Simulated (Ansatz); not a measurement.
Total energies of Sn20H28, a nanocrystal cut from cubic tin from Ansatz at PBE0-D4/def2-SVP, gas phase (1 Eh = 27.2114 eV = 2625.5 kJ/mol). The reference geometry is relaxed at PBE-D4/def2-SVP.

```
atom   x (Å)   y (Å)   z (Å)
 Sn1   0.889  -0.264   5.123
 Sn2   3.996  -3.125  -1.341
 Sn3  -0.435  -2.639  -3.730
 Sn4  -3.291   0.521   3.099
 Sn5  -3.837  -0.754  -1.290
 Sn6   0.210  -1.379   0.735
 Sn7   2.973   2.089   1.731
 Sn8   2.277   0.975  -2.636
 Sn9  -1.230   2.885  -0.264
Sn10  -1.757   1.622  -4.698
Sn11   2.549  -2.928   1.063
Sn12  -1.035  -1.164   3.266
Sn13   1.938   2.224   4.342
Sn14  -1.586  -2.456  -1.160
Sn15   4.618  -0.571  -2.334
Sn16   0.475  -0.094  -4.523
Sn17  -5.093  -0.583   1.231
Sn18  -2.568   3.095   2.211
Sn19  -3.003   1.793  -2.172
Sn20   1.026   1.192  -0.108
 H21   0.203  -0.163   6.717
 H22   2.176  -1.428   5.197
 H23   5.441  -4.067  -1.120
 H24   3.022  -3.968  -2.505
 H25  -1.655  -3.174  -4.851
 H26   0.849  -3.808  -3.762
 H27  -4.061   0.634   4.661
 H28  -4.964  -1.402  -2.455
 H29   4.299   0.966   1.683
 H30   3.612   3.628   1.235
 H31   2.725   2.578  -3.164
 H32  -0.715   4.465  -0.797
 H33  -2.885   1.033  -5.883
 H34  -1.256   3.204  -5.215
 H35   2.149  -4.504   1.677
 H36   3.527  -2.157   2.276
 H37  -1.582  -2.751   3.744
 H38   3.152   2.758   5.466
 H39   0.670   3.410   4.372
 H40  -2.097  -4.036  -0.624
 H41   5.475  -0.692  -3.841
 H42   5.681   0.235  -1.221
 H43   1.247  -0.208  -6.083
 H44  -5.591  -2.166   1.746
 H45  -6.526   0.395   1.119
 H46  -4.015   4.037   1.987
 H47  -1.590   3.916   3.388
 H48  -4.407   2.824  -2.290
```

```json
{"state": "charge 0 singlet", "geometry": "reference", "energy (Eh)": "-4303.41304"}
{"state": "charge 1 doublet", "geometry": "reference", "energy (Eh)": "-4303.13848"}
{"state": "charge -1 doublet", "geometry": "reference", "energy (Eh)": "-4303.46307"}
{"state": "free Sn atom (triplet)", "geometry": "–", "energy (Eh)": "-214.25429"}
{"state": "free H atom (doublet)", "geometry": "–", "energy (Eh)": "-0.50029"}
```

In the def2 sets Sn takes a core potential; there is no spin–orbit coupling. Single mean-field runs in def2-SVP are fitted with def2-universal-jkfit.

(1) Work out the vertical ionisation energy to the doublet.

(2) Work out the vertical electron affinity, to the doublet.

(3) Give the fundamental gap IE − EA, the Mulliken electronegativity (IE + EA)/2 and the hardness (IE − EA)/2.

(4) What is the binding energy per atom against free atoms?

(1) E(charge 1 doublet) − E(charge 0 singlet) = -4303.13848 − (-4303.41304) = 0.27456 Eh = 7.47 eV. For comparison, −ε of the highest occupied level is 6.55 eV at this level, 0.92 eV less.

(2) E(charge 0 singlet) − E(charge -1 doublet) = -4303.41304 − (-4303.46307) = 0.05003 Eh = 1.36 eV. The basis lacks diffuse functions, which makes affinities too small.

(3) From the values in Eh: IE − EA = 0.27456 − 0.05003 = 0.22453 Eh = 6.11 eV; (IE + EA)/2 = 4.42 eV; (IE − EA)/2 = 3.05 eV. The HOMO–LUMO gap of the same run is 4.41 eV, 1.70 eV smaller than the fundamental gap.

(4) Atoms: 20 × (-214.25429) + 28 × (-0.50029) = -4299.09392 Eh. Binding: -4299.09392 − (-4303.41304) = 4.31912 Eh = 117.53 eV, or 2.45 eV for each of 48 atoms (no zero-point energy, no counterpoise term).
